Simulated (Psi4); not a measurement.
C2H6AlF, charge +1, doublet, at a GFN2-xTB geometry (such geometries of metal compounds can be far from the true shape) (a state made from the parent by changing its charge; the spin is typed, not shown lowest); CCSD(T)/STO-3G in Psi4.

Psi4 was given this input:
```
memory 2 GB

molecule mol {
1 2
Al   -0.067417    0.043178   -0.064645
C     1.854826   -0.187101   -0.676458
H     2.105596   -1.249915   -0.638556
H     2.501818    0.391608   -0.012752
H     1.873977    0.200062   -1.702762
C    -0.670872   -0.547591    1.781208
H    -1.394086   -1.356043    1.630716
H    -1.163713    0.320572    2.232726
H     0.197162   -0.876264    2.355430
F    -1.149785    0.712979   -1.072547
}

set {
  basis sto-3g
  reference uhf
}

energy('ccsd(t)')
print_variables()
```

It wrote (shortened):

```
   => Loading Basis Set <=

    Name: STO-3G
    Role: ORBITAL
    Keyword: BASIS

         ---------------------------------------------------------
                                   SCF
               by Justin Turney, Rob Parrish, Andy Simmonett
                          and Daniel G. A. Smith
                              UHF Reference
         ---------------------------------------------------------

  ==> Geometry <==

    Molecular point group: c1
    Full point group: C1

    Geometry (in Angstrom), charge = 1, multiplicity = 2:

       Center              X                  Y                   Z               Mass
    ------------   -----------------  -----------------  -----------------  -----------------
         AL           0.002329982931    -0.000281322102     0.000711580438    26.981538530000
         C            1.924572982931    -0.230560322102    -0.611101419562    12.000000000000
         H            2.175342982931    -1.293374322102    -0.573199419562     1.007825032230
         H            2.571564982931     0.348148677898     0.052604580438     1.007825032230
         H            1.943723982931     0.156602677898    -1.637405419562     1.007825032230
         C           -0.601125017069    -0.591050322102     1.846564580438    12.000000000000
         H           -1.324339017069    -1.399502322102     1.696072580438     1.007825032230
         H           -1.093966017069     0.277112677898     2.298082580438     1.007825032230
         H            0.266908982931    -0.919723322102     2.420786580438     1.007825032230
         F           -1.080038017069     0.669519677898    -1.007190419562    18.998403162730

  Running in c1 symmetry.

  Rotational constants: A =      0.19284  B =      0.16056  C =      0.09069 [cm^-1]
  Rotational constants: A =   5781.27951  B =   4813.41014  C =   2718.69151 [MHz]
  Nuclear repulsion =  151.422409233337390

  Charge       = 1
  Multiplicity = 2
  Electrons    = 39
  Nalpha       = 20
  Nbeta        = 19

  ==> Algorithm <==

  SCF Algorithm Type is PK.
  DIIS enabled.
  MOM disabled.
  Fractional occupation disabled.
  Guess Type is SAD.
  Energy threshold   = 1.00e-08
  Density threshold  = 1.00e-08
  Integral threshold = 1.00e-12

  ==> Primary Basis <==

  Basis Set: STO-3G
    Blend: STO-3G
    Number of shells: 20
    Number of basis functions: 30
    Number of Cartesian functions: 30
    Spherical Harmonics?: true
    Max angular momentum: 1

  ==> Integral Setup <==

[...]
  @UHF Final Energy:  -415.17505900665395
    Total Energy =                       -415.1750590066539530
[...]
     19  17   2   0         0.0449291558
     15  18   1   2        -0.0388693701
     14  14   4   5        -0.0365870146
     12  12   4   5        -0.0311721967

    SCF energy       (wfn)                    = -415.175059006653953
    Reference energy (file100)                = -415.175059006654237

    Opposite-spin MP2 correlation energy      =   -0.135910267265885
    Same-spin MP2 correlation energy          =   -0.024933413708666
    Singles MP2 correlation energy            =   -0.000000000000000
    MP2 correlation energy                    =   -0.160843680974550
      * MP2 total energy                      = -415.335902687628788

    Opposite-spin CCSD correlation energy     =   -0.188785529556291
    Same-spin CCSD correlation energy         =   -0.024240011703527
    Singles CCSD correlation energy           =   -0.000000000000000
    CCSD correlation energy                   =   -0.213025541259819
      * CCSD total energy                     = -415.388084547914048

            **************************
            *                        *
            *        CCTRIPLES       *
            *                        *
            **************************

    Wave function   =    CCSD_T
    Reference wfn   =      UHF

    Nuclear Rep. energy (wfn)                =  151.422409233337390
    SCF energy          (wfn)                = -415.175059006653953
    Reference energy    (file100)            = -415.175059006654237
    CCSD energy         (file100)            =   -0.213025541259819
    Total CCSD energy   (file100)            = -415.388084547914048

    Number of ijk index combinations:
    Spin Case AAA:                                1140
    Spin Case BBB:                                 969
    Spin Case AAB:                                3610
    Spin Case ABB:                                3420
    AAA (T) energy                             =   -0.000073239473453
    BBB (T) energy                             =   -0.000576228372740
    AAB (T) energy                             =   -0.004003525080933
    ABB (T) energy                             =   -0.005890699192750
    (T) energy                                   =   -0.010543692119876
      * CCSD(T) total energy                     = -415.398628240033929

  Variable Map:
  ----------------------------------------------------------------------------
[...]
  Array Variable Map:
  ----------------------------------------------------------------------------
[...]
[...]
```
